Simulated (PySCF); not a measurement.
Job for PySCF: R-M06-2X/def2-TZVPP on H7NSi2 (SMILES N[SiH2][SiH3]), a point of a torsion scan.

```python
from pyscf import gto, dft

mol = gto.M(
    atom='''
    N    -1.86877298    0.19694905   -0.21863115
    Si   -0.48452527   -0.63813422    0.39911690
    Si    1.58085469    0.27449031   -0.10842883
    H    -2.08787533    1.10760878    0.15213623
    H    -2.02762456    0.19735329   -1.21331249
    H    -0.74112081   -0.66987874    1.84396961
    H    -0.64674081   -1.99017753   -0.14833996
    H     1.50420337    1.69153175   -0.49435293
    H     2.24897996   -0.39170222   -1.23280165
    H     2.52239877    0.21871244    1.01398613
    ''',
    basis='def2-tzvpp',
    charge=0, spin=0, verbose=4, max_memory=1800)
mf = dft.RKS(mol, xc='m062x').density_fit(auxbasis='def2-universal-jkfit')
mf.grids.level = 4
mf.conv_tol = 1e-9
mf.max_cycle = 150
mf.kernel()
mf.dip_moment()
```

The log:

```
PySCF version 2.14.0

[INPUT] verbose = 4
[INPUT] num. atoms = 10
[INPUT] num. electrons = 42
[INPUT] charge = 0
[INPUT] spin (= nelec alpha-beta = 2S) = 0
[INPUT] symmetry False subgroup None
[INPUT] Mole.unit = angstrom
[INPUT] Symbol           X                Y                Z      unit          X                Y                Z       unit  Magmom
[INPUT]  1 N     -1.868772980000   0.196949050000  -0.218631150000 AA   -3.531469121187   0.372179764993  -0.413152995799 Bohr   0.0
[INPUT]  2 Si    -0.484525270000  -0.638134220000   0.399116900000 AA   -0.915620060731  -1.205898906513   0.754221632685 Bohr   0.0
[INPUT]  3 Si     1.580854690000   0.274490310000  -0.108428830000 AA    2.987382406834   0.518711509747  -0.204900792707 Bohr   0.0
[INPUT]  4 H     -2.087875330000   1.107608780000   0.152136230000 AA   -3.945512555936   2.093077247364   0.287495808324 Bohr   0.0
[INPUT]  5 H     -2.027624560000   0.197353290000  -1.213312490000 AA   -3.831655101842   0.372943667882  -2.292828309614 Bohr   0.0
[INPUT]  6 H     -0.741120810000  -0.669878740000   1.843969610000 AA   -1.400515356116  -1.265887355269   3.484597544921 Bohr   0.0
[INPUT]  7 H     -0.646740810000  -1.990177530000  -0.148339960000 AA   -1.222163004479  -3.760890470963  -0.280321897729 Bohr   0.0
[INPUT]  8 H      1.504203370000   1.691531750000  -0.494352930000 AA    2.842532404948   3.196531738506  -0.934191646576 Bohr   0.0
[INPUT]  9 H      2.248979960000  -0.391702220000  -1.232801650000 AA    4.249956184035  -0.740209918184  -2.329657484412 Bohr   0.0
[INPUT] 10 H      2.522398770000   0.218712440000   1.013986130000 AA    4.766642852240   0.413306611635   1.916156079808 Bohr   0.0

nuclear repulsion = 153.250681579396
number of shells = 81
number of NR pGTOs = 284
number of NR cGTOs = 213
basis = def2-tzvpp
ecp = {}


******** <class 'pyscf.df.df_jk.DFRKS'> ********
method = DFRKS
initial guess = minao
damping factor = 0
level_shift factor = 0
DIIS = <class 'pyscf.scf.diis.CDIIS'>
diis_start_cycle = 1
diis_space = 8
diis_damp = 0
SCF conv_tol = 1e-09
SCF conv_tol_grad = None
SCF max_cycles = 150
direct_scf = False
XC library pyscf.dft.libxc version 7.1.2
    S. Lehtola, C. Steigemann, M. J. T. Oliveira, and M. A. L. Marques,  SoftwareX 7, 1–5 (2018)
XC functionals = m062x
    Y. Zhao and D. G. Truhlar,  Theor. Chem. Acc. 120, 215 (2008)
    Y. Zhao and D. G. Truhlar,  Theor. Chem. Acc. 120, 215 (2008)
radial grids:
    Treutler-Ahlrichs [JCP 102, 346 (1995); DOI:10.1063/1.469408] (M4) radial grids

becke partition: Becke, JCP 88, 2547 (1988); DOI:10.1063/1.454033
pruning grids: <function nwchem_prune>
grids dens level: 4
symmetrized grids: False
atomic radii adjust function: <function treutler_atomic_radii_adjust>
small_rho_cutoff = 0
Set gradient conv threshold to 3.16228e-05
Initial guess from minao.
tot grids = 195672
******** <class 'pyscf.df.df.DF'> ********
auxbasis = def2-universal-jkfit
init E= -637.842108828432
  HOMO = -0.282260868543098  LUMO = -0.0368064028196815  gap/eV = 6.67916
cycle= 1 E= -637.890252263025  delta_E= -0.0481  |g|= 0.363  |ddm|= 2.12
  HOMO = -0.261484732863245  LUMO = 0.00836535503228946  gap/eV = 7.34299
cycle= 2 E= -637.891902279379  delta_E= -0.00165  |g|= 0.38  |ddm|= 0.441
  HOMO = -0.31010015058208  LUMO = 0.00983611767410457  gap/eV = 8.70591
cycle= 3 E= -637.921242506622  delta_E= -0.0293  |g|= 0.042  |ddm|= 0.238
  HOMO = -0.305163068803353  LUMO = 0.0129017479638883  gap/eV = 8.65498
cycle= 4 E= -637.92166421329  delta_E= -0.000422  |g|= 0.0101  |ddm|= 0.0372
  HOMO = -0.306639550822226  LUMO = 0.0121755196695545  gap/eV = 8.67540
cycle= 5 E= -637.921691205436  delta_E= -2.7e-05  |g|= 0.00194  |ddm|= 0.00965
  HOMO = -0.306267451060847  LUMO = 0.0124733921227083  gap/eV = 8.67338
cycle= 6 E= -637.921692598697  delta_E= -1.39e-06  |g|= 0.000626  |ddm|= 0.00262
  HOMO = -0.306364284123298  LUMO = 0.012399435108745  gap/eV = 8.67400
cycle= 7 E= -637.921692726037  delta_E= -1.27e-07  |g|= 9.82e-05  |ddm|= 0.000702
  HOMO = -0.306352692547456  LUMO = 0.0124086285729352  gap/eV = 8.67394
cycle= 8 E= -637.921692730182  delta_E= -4.15e-09  |g|= 2.82e-05  |ddm|= 0.000169
  HOMO = -0.306354108527366  LUMO = 0.0124075434871409  gap/eV = 8.67395
cycle= 9 E= -637.921692730443  delta_E= -2.61e-10  |g|= 6.52e-06  |ddm|= 3.91e-05
  HOMO = -0.306354099191921  LUMO = 0.0124075659162357  gap/eV = 8.67395
Extra cycle  E= -637.921692730453  delta_E= -1e-11  |g|= 3.23e-06  |ddm|= 1.07e-05
converged SCF energy = -637.921692730453
Dipole moment(X, Y, Z, Debye): -0.33728,  0.81601, -0.56126
```

The calculation finished and met its thresholds.

Cost: about 30 core-seconds (a rough figure).
